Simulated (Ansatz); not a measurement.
Reactions of C4H7Cl, SMILES `C=CCCCl`.

Program: Ansatz. Geometries: PBE0-D4/def2-TZVP. ΔE: electronic, gas phase. CCSD(T)/CBS adds triple-zeta CCSD(T) − MP2 to the extrapolated MP2 energy (def2 sets, frozen cores). This one scheme is used for every species, atoms too. Functionals use def2-TZVPP. B3LYP here is the variant with VWN-RPA as its local correlation; programs differ in this. No spin–orbit coupling; open shells (•) take unrestricted orbitals. Spin–orbit coupling would lower the free atoms: a little for C, Cl. def2 core potentials past Kr. Bonds to Ga, Te are less sure, by a few kJ/mol each and by 10 to 20 or more in all where they break to atoms, as the def2 sets lack core-valence functions. Scalar relativity is left out up to krypton. One conformer a species, not always the lowest.

| reaction | CCSD(T)/CBS(def2) (eV) |
| --- | --- |
| `C=CCCCl` + H₂ → `CCCl` + `C=C` | -0.52 |
| `C=CCCCl` + `BO[SiH2]F` → `BO[SiH](F)C=C` + `CCCl` | -0.45 |
| `C=CCCCl` → `C=CCCl` + `[CH2]` (triplet) | 4.56 |
| `C=CCCCl` + `[NH2][GaH2]` → `C=C[NH][GaH2]` + `CCCl` | 0.04 |
| `C=CCCCl` + H–F → `FCCCl` + `C=C` | 0.63 |
| `C=CCCCl` + H₂O → `C=CCO` + `CCl` | ? |
| `C=CCCCl` + H₂Te → `C=CC[TeH]` + `CCl` | -0.02 |
| `C=CCCCl` + H–F → `C=CCCF` + HCl | ? |
| `C=CCCCl` → 4 C• + Cl• + 7 H• | ? |
| `C=CCCCl` + `C[CH2][AlH2]` → `C[CH]([AlH2])CCl` + `C=CC` | -0.01 |

Fill in the missing values. (Estimate.)

Ansatz gave: `C=CCCCl` + H₂O → `C=CCO` + `CCl`: +0.61 eV; `C=CCCCl` + H–F → `C=CCCF` + HCl: +0.27 eV; `C=CCCCl` → 4 C• + Cl• + 7 H•: +49.14 eV.

Largest T1 diagnostic: 0.014, for `C=C[NH][GaH2]`.
